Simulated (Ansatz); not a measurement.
Geometry optimisation, Ansatz, RKS PBE0/6-31G*.

The input (input.yaml):

```yaml
crystal:
  periodic: [false, false, false]
  atoms:
    - { symbol: C, position_ang: [-1.4312, -0.544, 0.1227] }
    - { symbol: Si, position_ang: [0.0927, 0.0294, 0.9577] }
    - { symbol: O, position_ang: [0.21061, 1.65694, 0.66337] }
    - { symbol: B, position_ang: [-0.0668, 1.71222, 2.12657] }
    - { symbol: O, position_ang: [-0.79307, 2.26238, 3.24039] }
    - { symbol: H, position_ang: [-1.4421, -0.1939, -0.9608] }
    - { symbol: H, position_ang: [-2.3179, -0.0014, 0.6012] }
    - { symbol: H, position_ang: [-1.5515, -1.5828, 0.1862] }
    - { symbol: H, position_ang: [1.42147, -0.62992, 0.66019] }
    - { symbol: H, position_ang: [-1.71857, 2.22332, 2.99873] }
basis:
  gaussian: { orbitals: "6-31G*" }
hamiltonian:
  xc: pbe0
relax:
  f_tol: 0.015
  max_steps: 40
```

Launched with:

```bash
$ ansatz run input.yaml --threads 1 --pin off --max-ram 2048MiB --backend cpu --events-out ev --progress --plain --runs-dir out
```

**Question.** Where does it end, and by what steps?

**Answer.** The run converged. After 12 steps the energy has fallen by 2.053 eV; H10 moved furthest, 1.32 Å.

| step | energy less start (eV) | largest force component (eV/Å) | accepted |
| --- | --- | --- | --- |
| 0 | 0.0000 | 4.574 | yes |
| 1 | -1.2282 | 2.334 | yes |
| 2 | -1.5714 | 1.457 | yes |
| 3 | -1.6915 | 1.276 | yes |
| 4 | -1.8015 | 1.508 | yes |
| 5 | -1.9121 | 0.903 | yes |
| 6 | -1.9874 | 0.541 | yes |
| 7 | -2.0375 | 0.343 | yes |
| 8 | -2.0422 | 0.236 | yes |
| 9 | -2.0507 | 0.245 | yes |
| 10 | -2.0528 | 0.047 | yes |
| 11 | -2.0529 | 0.048 | yes |
| 12 | -2.0534 | 0.015 | yes |

```xyz
10
Properties=species:S:1:pos:R:3
C -1.419 -0.730 -0.077
Si -0.141 0.122 0.993
O -0.267 1.886 1.003
B -0.465 1.472 2.284
O -0.725 2.144 3.421
H -1.211 -0.574 -1.141
H -2.424 -0.356 0.142
H -1.410 -1.810 0.110
H 1.230 -0.320 0.612
H -0.764 3.098 3.248
```

Time of the run: 100 s on 1 thread of Arm Neoverse N1, with other jobs on the host, peak memory 0.18 GiB.
